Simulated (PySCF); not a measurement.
# Nuclear quadrupole coupling in `O=[S@@]1CC[C@@H](C(F)=C(F)F)C1`

Species: C₆H₇F₃OS.
SMILES with atom numbers: `[O:1]=[S@@:2]1[CH2:3][CH2:4][C@@H:5]([C:6]([F:7])=[C:8]([F:9])[F:10])[CH2:11]1` (hydrogens: H12, H13 on C3; H14, H15 on C4; H16 on C5; H17, H18 on C11)

Geometry (PBE0-D3(BJ)/def2-SVP, Å), atoms numbered from 1 in this order:
```xyz
18
C6H7F3OS angstrom
O     -2.4683    0.6587    1.1842
S     -2.2537    0.8935   -0.2866
C     -1.8765   -0.7792   -0.9914
C     -0.3741   -1.0393   -0.8669
C      0.2352    0.0709    0.0086
C      1.7081    0.1759   -0.1222
F      2.1634    0.4858   -1.3442
C      2.5962   -0.0063    0.8549
F      3.8905    0.1046    0.7095
F      2.2615   -0.3215    2.0825
C     -0.4887    1.3429   -0.4257
H     -2.4963   -1.4300   -0.3589
H     -2.2493   -0.8273   -2.0251
H      0.0999   -0.9996   -1.8597
H     -0.1643   -2.0326   -0.4445
H     -0.0221   -0.1071    1.0642
H     -0.2604    1.6148   -1.4692
H     -0.3266    2.2073    0.2329
```

Field gradients from the PBE0/pcSseg-1 density (PySCF, non-relativistic), principal values in atomic units, ordered |Vxx| ≤ |Vyy| ≤ |Vzz|:

```
atom      Vxx      Vyy      Vzz
  O1  -0.6667  -1.2508   1.9174
  S2   0.9377   1.0908  -2.0285
```

Question: Find the asymmetry η = (Vxx − Vyy)/Vzz and the couplings χ = eQV/h (234.96 MHz × Q in barn × V in au), with Q(17O) = −0.0256 b, Q(33S) = −0.0678 b.

Answer: 
| atom | environment | nucleus | η | χzz (MHz) | χxx (MHz) | χyy (MHz) |
| --- | --- | --- | --- | --- | --- | --- |
| O1 | sulfinyl oxygen | 17O | 0.30 | -11.53 | 4.01 | 7.52 |
| S2 | sulfinyl sulfur | 33S | 0.08 | 32.31 | -14.94 | -17.38 |

Question: What is Vzz at S2 in SI units (1 au = 9.71736 × 10²¹ V/m²)?

Answer: -2.0285 au = -19.711 × 10²¹ V/m².

Were the hydrogens deuterons (Q(2H) = 0.00286 b), χzz would run from 183 kHz (H16) to 195 kHz (H15, H18 and H13).

One conformer (not necessarily the lowest) at the PBE0-D3(BJ)/def2-SVP geometry, without solvent, vibrations or thermal averaging. With a basis this small, the couplings can be 20 % off.

The run behind these numbers computed NMR shieldings as well. Hardware: an Intel Xeon 6975P-C with 2 threads, no GPU, on a shared host. Cost: 23 s wall, 57 s CPU, 1.9 GiB resident at most.
